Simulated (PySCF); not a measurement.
Isomers of C5H12O2, mass 104.084 u with the commonest isotopes. Method used: PySCF 2.14.0, PBE0-D3(BJ)/def2-SVP geometry optimisation, gas phase. One conformer each, none proved a minimum here; rigid rotors.

Question: Order these by radius of gyration √(Σ m r²/M), smallest first.
A. `[CH3:1][CH2:2][CH:3]([O:4][CH3:5])[O:6][CH3:7]` with C1–C2–C3–O4 -63°, C2–C3–O4–C5 173°, C2–C3–O6–C7 -88° (1,1-dimethoxypropane)
B. `[CH3:1][CH2:2][O:3][CH2:4][O:5][CH2:6][CH3:7]` with C1–C2–O3–C4 87°, C2–O3–C4–O5 67°, O3–C4–O5–C6 68°, C4–O5–C6–C7 88°
C. `[OH:1][CH2:2][CH2:3][CH2:4][CH2:5][CH2:6][OH:7]` with H–O1–C2–C3 59°, O1–C2–C3–C4 54°, C2–C3–C4–C5 64°, C3–C4–C5–C6 172°, C4–C5–C6–O7 -59° (1,5-pentanediol)

Answer: A (1.925 Å), B (2.140 Å), C (2.262 Å).

Question: Order these by rotational constant C, smallest first.
A. `[CH3:1][CH2:2][O:3][CH2:4][O:5][CH2:6][CH3:7]` with C1–C2–O3–C4 87°, C2–O3–C4–O5 67°, O3–C4–O5–C6 68°, C4–O5–C6–C7 88°
B. `[OH:1][CH2:2][CH2:3][CH2:4][CH2:5][CH2:6][OH:7]` with H–O1–C2–C3 59°, O1–C2–C3–C4 54°, C2–C3–C4–C5 64°, C3–C4–C5–C6 172°, C4–C5–C6–O7 -59°
C. `[CH3:1][CH2:2][CH:3]([O:4][CH3:5])[O:6][CH3:7]` with C1–C2–C3–O4 -63°, C2–C3–O4–C5 173°, C2–C3–O6–C7 -88° (1,1-dimethoxypropane)

Answer: B (1001 MHz), A (1126 MHz), C (1372 MHz).

Question: Order these by rotational constant A, smallest first.
A. `[CH3:1][CH2:2][O:3][CH2:4][O:5][CH2:6][CH3:7]` with C1–C2–O3–C4 87°, C2–O3–C4–O5 67°, O3–C4–O5–C6 68°, C4–O5–C6–C7 88°
B. `[CH3:1][CH2:2][CH:3]([O:4][CH3:5])[O:6][CH3:7]` with C1–C2–C3–O4 -63°, C2–C3–O4–C5 173°, C2–C3–O6–C7 -88° (1,1-dimethoxypropane)
C. `[OH:1][CH2:2][CH2:3][CH2:4][CH2:5][CH2:6][OH:7]` with H–O1–C2–C3 59°, O1–C2–C3–C4 54°, C2–C3–C4–C5 64°, C3–C4–C5–C6 172°, C4–C5–C6–O7 -59° (1,5-pentanediol)

Answer: B (2845 MHz), C (6224 MHz), A (8188 MHz).

```json
{"SMILES": "CCC(OC)OC", "point group": "C1", "Ia (u·Å²)": "177.61", "Ib (u·Å²)": "225.83", "Ic (u·Å²)": "368.34", "κ": "0.18", "μa (D)": "0.61", "μb (D)": "0.64", "μc (D)": "1.57"}
{"SMILES": "CCOCOCC", "point group": "C2", "Ia (u·Å²)": "61.72", "Ib (u·Å²)": "442.55", "Ic (u·Å²)": "448.70", "κ": "-1.00", "μa (D)": "0.02", "μb (D)": "0.17", "μc (D)": "0.00"}
{"SMILES": "OCCCCCO", "point group": "C1", "Ia (u·Å²)": "81.20", "Ib (u·Å²)": "478.98", "Ic (u·Å²)": "504.71", "κ": "-0.98", "μa (D)": "0.67", "μb (D)": "1.40", "μc (D)": "1.10"}
```
